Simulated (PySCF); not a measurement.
ClK (SMILES [Cl][K]), singlet, at a GFN2-xTB geometry (such geometries of metal compounds can be far from the true shape). Base run: PBE/pcseg-1 run with PySCF.

PySCF was given this input:
```python
from pyscf import gto, scf, dft

mol = gto.Mole()
mol.atom = '''
    K    -0.000000   -0.000000   -1.217850
    Cl    0.000000    0.000000    1.361126
'''
mol.basis = 'pcseg-1'
mol.charge = 0
mol.spin = 0
mol.verbose = 4
mol.build()

mf = dft.RKS(mol)
mf.xc = 'pbe'
mf.kernel()
```

Variants of this job, named by their change:

| change | basis functions | E (Eh) | HOMO (eV) | HOMO-LUMO gap (eV) | dipole (D) |
|---|---|---|---|---|---|
| base | 42 | -1059.71844 | -4.93 | 3.18 | 9.46 |
| basis = ANO-RCC-VDZP; relativity = spin-free X2C; nucleus = Gaussian (with mol.nucmod = 'G') | 40 | -1063.54914 | -4.67 | 2.79 | 10.18 |
| basis = x2c-TZVPall; relativity = spin-free X2C | 70 | -1063.54124 | -4.81 | 3.05 | 9.24 |
| basis = jorge-DZP-DKH; relativity = spin-free X2C | 55 | -1063.52905 | -4.67 | 2.67 | 10.12 |
| basis = ANO-RCC-VDZP; relativity = none | 40 | -1058.66936 | -4.69 | 2.82 | 10.22 |
| basis = jorge-DZP-DKH; relativity = none | 55 | -1059.14973 | -4.67 | 2.69 | 10.16 |
| basis = jorge-DZP-DKH; relativity = spin-free X2C; nucleus = Gaussian (with mol.nucmod = 'G') | 55 | -1063.52774 | -4.67 | 2.67 | 10.12 |
| basis = x2c-TZVPall; relativity = spin-free X2C; nucleus = Gaussian (with mol.nucmod = 'G') | 70 | -1063.53999 | -4.81 | 3.05 | 9.24 |
| basis = ANO-RCC-VDZP; relativity = spin-free X2C | 40 | -1063.55052 | -4.67 | 2.79 | 10.18 |
| basis = x2c-TZVPall; relativity = none | 70 | -1059.07214 | -4.83 | 3.08 | 9.27 |

Absolute energies of different levels of theory aren't comparable as measures of quality.

Basis sets contracted for a relativistic Hamiltonian are a mismatch without it, so the rows without relativity aren't non-relativistic limits. No row has spin-orbit coupling; sets with core potentials leave out the core electrons.
